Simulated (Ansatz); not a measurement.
One change: `BC(=N)F` becomes `BC(=N)CF`.

Ansatz, PBE0-D4/def2-TZVP geometries, multiplicity 1. Each molecule was computed in one conformer, which needn't be the lowest.

```tsv
property	`BC(=N)F`
LUMO energy (PBE0/def2-TZVPP) / eV	-2.89
HOMO energy (B3LYP/def2-TZVPP) / eV	-8.35
LUMO energy (B3LYP/def2-TZVPP) / eV	-3.12
HOMO–LUMO gap (B3LYP/def2-TZVPP) / eV	5.23
size of the dipole moment (ωB97M-V/def2-TZVPP) / D	2.66
HOMO energy (ωB97M-V/def2-TZVPP) / eV	-10.96
```

Task: Give the same properties after the change, and the shifts. (An estimate is asked.)

Result: Ansatz gave: 
```json
{"property": "LUMO energy (PBE0/def2-TZVPP) / eV", "`BC(=N)CF`": "-2.13", "shift": "0.76"}
{"property": "HOMO energy (B3LYP/def2-TZVPP) / eV", "`BC(=N)CF`": "-7.54", "shift": "0.81"}
{"property": "LUMO energy (B3LYP/def2-TZVPP) / eV", "`BC(=N)CF`": "-2.37", "shift": "0.75"}
{"property": "HOMO–LUMO gap (B3LYP/def2-TZVPP) / eV", "`BC(=N)CF`": "5.18", "shift": "-0.05"}
{"property": "size of the dipole moment (ωB97M-V/def2-TZVPP) / D", "`BC(=N)CF`": "2.02", "shift": "-0.64"}
{"property": "HOMO energy (ωB97M-V/def2-TZVPP) / eV", "`BC(=N)CF`": "-10.13", "shift": "0.83"}
```

With PBE0 the HOMO rises by 0.82 eV and the LUMO rises by 0.76 eV, so the gap narrows by about 0.06 eV. PBE moves the HOMO by 0.79 eV and ωB97M-V by 0.83 eV. The zero-point energy changes by 73.7 kJ/mol with +9 modes. Dipoles are sizes alone; their direction can turn.

B3LYP here is the variant with VWN-RPA as its local correlation; programs differ in this.
